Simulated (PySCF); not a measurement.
Exercise with solution: chemical shift, span and skew from a shielding tensor

CHCl, SMILES Cl[CH] (connectivity only; charge and spin as stated), neutral, multiplicity 1. Atoms are numbered in the order given.

```xyz
3

C     -0.1767    -1.1689     0.0000
Cl     0.0111     0.5027     0.0000
H      0.8711    -1.5322     0.0000
```
Charge 0, spin multiplicity 1.

Coordinates come from a ωB97X-D3(BJ)/def2-TZVPD optimisation. The isomer is the one that the SMILES or the coordinates give; other isomers of the formula were not compared.

GIAO shieldings from PBE0/pcSseg-2 in PySCF, non-relativistic, no solvent. The symmetric part of the tensor of C1 has the principal values -2416.4, -241.7, 163.6 ppm. The same nucleus in TMS has σ = 186.1 ppm at this level (PySCF, at its B3LYP-D3(BJ)/def2-TZVP geometry). Without spin–orbit terms, shifts of atoms bonded to Cl or Br come out too high.

Task: Work out the isotropic shielding, the ¹³C shift against TMS, the span and the skew.

Result: 
σ(iso) = (σ11 + σ22 + σ33)/3 = -831.5 ppm. δ = σ(ref) − σ(iso) = 186.1 − (-831.5) = 1017.6 ppm.
Span Ω = σ33 − σ11 = 2580.0 ppm. Skew κ = 3(σ(iso) − σ22)/Ω = -0.69. Tumbling in solution averages the tensor to δ; in a static solid the shielding alone would spread this spin-1/2 line over Ω.
